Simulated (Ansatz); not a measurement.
Consider the formal exchange of groups at the Se–Al bond: `[AlH2][Se][SiH3]` + CH₄ → `C[Se][SiH3]` + `[AlH3]`.

Isolated molecules relaxed with PBE0-D4/def2-TZVP in Ansatz; ΔE leaves out vibrations. CCSD(T)/CBS adds triple-zeta CCSD(T) − MP2 to the extrapolated MP2 energy (def2 sets, frozen cores). This one scheme is used for every species. Functionals use def2-TZVPP. For Se outer-core shells are correlated without core-valence functions, which leaves a few kJ/mol of doubt a bond. Scalar relativity is left out up to krypton.

`[AlH2][Se][SiH3]`:

Z-matrix (Å, degrees):
```
Si
Se 1 2.284
H 1 1.484 2 111.0
H 1 1.484 2 111.1 3 -121.7
H 1 1.484 2 106.5 3 119.1
Al 2 2.311 1 94.8 3 60.9
H 6 1.579 2 117.5 1 180.0
H 6 1.583 2 118.3 1 -0.0
```

CH₄:

```xyz
5

C     0.000    0.000    0.000
H     0.948    0.080   -0.531
H    -0.227   -1.050    0.182
H    -0.792    0.444   -0.602
H     0.071    0.526    0.951
```

`C[Se][SiH3]`:

Cartesian coordinates in Å:
```
C 1.467 -0.624 0.166
Se 0.779 1.205 0.046
Si -1.408 0.647 -0.161
H 1.057 -1.125 1.041
H 2.548 -0.540 0.269
H 1.230 -1.177 -0.740
H -2.159 1.922 -0.269
H -1.878 -0.123 1.022
H -1.636 -0.183 -1.374
```

`[AlH3]`:

Cartesian coordinates in Å:
```
Al 0.000 0.000 0.000
H 0.322 -1.439 0.584
H 0.999 0.681 -1.026
H -1.321 0.758 0.442
```

```
        level  ΔE (kJ/mol)
       r2SCAN        197.9
  HF/def2-SVP        194.0
 MP2/def2-SVP        198.6
HF/def2-QZVPP        189.6
```

Problem. What does CCSD(T)/CBS give? (An estimate is asked.)

Solution. Ansatz gave: +193.7 kJ/mol. The listed levels differ from it by 4.2, 0.3, 4.9, -4.1 kJ/mol.

Largest T1 diagnostic among the species: 0.010.

Leaving LDA and LC-ωPBE aside and taking each functional with its dispersion term where it has one, the values, not all of them listed here, spread over 17.3 kJ/mol, from BLYP-D4 to r2SCAN0-D4. From BLYP to BHLYP (50 % exact exchange), in def2-TZVPP and without D4, ΔE moves by +8.2 kJ/mol.
